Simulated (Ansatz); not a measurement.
Cost and result for the atomization energy of CH5BSSi, SMILES `BC1[SiH2]S1` (9 atoms, 9 bonds).

```xyz
9

B    -0.408    1.336   -0.304
C    -0.119    0.306    0.758
Si    0.386   -1.243   -0.203
S    -1.238   -1.144    1.073
H    -1.281    1.160   -1.103
H     0.309    2.292   -0.390
H     0.556    0.505    1.588
H     0.158   -1.319   -1.659
H     1.637   -1.892    0.240
```

The species carries charge 0 and has multiplicity 1. The geometry is a stationary point of PBE0-D4/def2-TZVP. Program: Ansatz. All runs use 2 threads of an Arm Neoverse V1 on a shared host. Times are those of one run each, without the atoms' runs, and a repeat can differ threefold. Electronic energies, without spin–orbit coupling; frozen cores. CCSD(T)/CBS adds CCSD(T) − MP2 in def2-TZVPP to the MP2 limit, and its time is that of the two runs behind it. T1 = 0.013. B3LYP takes the VWN-RPA correlation (the form of Gaussian; ORCA's B3LYP/G). HSE06 is the plane-wave form, built on full-range PBE exchange.

CCSD(T)/CBS is a level of theory with its own doubt, some kJ/mol a heavy atom from the limit and from the frozen cores, so smaller differences don't rank the functionals.

```csv
level,functions,wall time,atomization (kJ/mol),difference from CCSD(T)/CBS,per bond
CCSD(T)/def2-SVP,89,2.8 s,2882.9,-193.3,-21.5
BLYP-D4/def2-TZVPP,216,3.3 s,3059.9,-16.3,-1.8
BHLYP-D4/def2-TZVPP,216,4.2 s,3019.8,-56.4,-6.3
PBE0-D4/def2-TZVPP,216,4.2 s,3101.7,25.5,2.8
HSE06-D4/def2-TZVPP,216,4.4 s,3103.7,27.5,3.0
CAM-B3LYP-D4/def2-TZVPP,216,4.7 s,3083.8,7.6,0.8
B3LYP-D4/def2-TZVPP (with forces),216,6.5 s,3080.9,4.7,0.5
PBE-QIDH/def2-TZVPP,216,7.5 s,3082.2,6.0,0.7
ωB97X-V/def2-TZVPP,216,12 s,3105.0,28.8,3.2
ωB97M-V/def2-TZVPP (with forces),216,16 s,3105.8,29.6,3.3
MP2/def2-QZVPP,404,24 s,3089.9,13.7,1.5
CCSD(T)/def2-TZVPP,216,74 s,2993.8,-82.4,-9.2
CCSD(T)/CBS(def2),–,98 s,3076.2,0.0,0.0
```

At CCSD(T), def2-SVP lies −193.3 kJ/mol from the extrapolated value and def2-TZVPP −82.4 kJ/mol: correlation converges slowly with the basis, and small sets miss more of it in the bonded molecule than in its fragments. In def2-TZVPP, CCSD(T) changes the Hartree–Fock value by +694.4 kJ/mol (the triples alone add +48.5 kJ/mol) and MP2 by +741.8 kJ/mol; breaking electron pairs costs correlation energy, which Hartree–Fock lacks. From PBE to PBE0 (25 % exact exchange), in def2-TZVPP and without D4, the atomization energy moves by −28.8 kJ/mol: exact exchange takes away binding that semilocal exchange gives to molecules.
